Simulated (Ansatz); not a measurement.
Task: Name a neutral molecule of C, O and H with HOMO–LUMO gap (PBE/def2-TZVPP) between 6.15 and 6.45 eV and size of the dipole moment (ωB97M-V/def2-TZVPP) between 1.75 and 2.05 D (Ansatz, PBE0-D4/def2-TZVP geometry).

Result: `CCCCCCCCO` (6.32 eV, 1.84 D); `CC1OCCCO1` (6.31 eV, 1.94 D). Other molecules can fit too; these were computed, each in one conformer that needn't be the lowest.
